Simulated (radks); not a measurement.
The numbers below are computed, except where a source is named.
Task: W3+, configuration [Xe] 4f13 5d4 (not the ground configuration). Code: a radial shooting solver on a logarithmic mesh with Libxc functionals. Model: Dirac Kohn-Sham, PBEsol, spin-unpolarised, spherical densities, point nucleus; open shells are shared between the two j in proportion to 2j + 1.

Spin-orbit splittings of the eigenvalues, e(l+1/2) - e(l-1/2), with zeta = 2 splitting/(2l+1) and mean radii in bohr:

shell  occ.  splitting (eV)  zeta (eV)  <r> j=l-1/2  <r> j=l+1/2
2p        6            1352      901.3      0.06367      0.07162
3p        6           292.3      194.9       0.1906       0.2054
3d       10           63.55      25.42       0.1797       0.1843
4p        6               ?          ?       0.4537       0.4867
4d       10           12.63      5.050       0.5024       0.5136
4f       13           2.334     0.6669       0.5852       0.5936
5p        6           10.58      7.051        1.147        1.241
5d        4           1.075     0.4301        1.663        1.706

Estimate the 4p splitting.

Result: 68.20 eV (zeta = 45.47 eV).
